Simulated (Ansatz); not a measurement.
System: CdTe, charge 0, multiplicity 1. 
Geometry from a B3LYP-D3(BJ)/def2-TZVP (Ansatz, an electronic-structure program) optimisation:
SMILES: [Cd]=[Te]
```xyz
2

Cd     0.0000     0.0000    -1.3440
Te     0.0000     0.0000     1.2406
```

Problem. Give the harmonic wavenumbers at B3LYP-D3(BJ)/def2-TZVP (Ansatz, finite differences of forces, unscaled).

Solution. 191 cm⁻¹. Zero-point energy 0.3 kcal/mol.

Problem. From these and the geometry, give the ideal-gas thermochemistry at 298.15 K and 1 atm (rigid rotor, harmonic oscillator).

Solution. Point group C∞v, rotational symmetry number 1. Rotational constants 1.266, 1.266 GHz. S(trans) 42.33, S(rot) 18.88, S(vib) 2.21, S(elec, spin only) 0.00, S 63.4 cal/(mol K). H(298) - H(0) 2.43 kcal/mol; G - E(el) -16.2 kcal/mol.
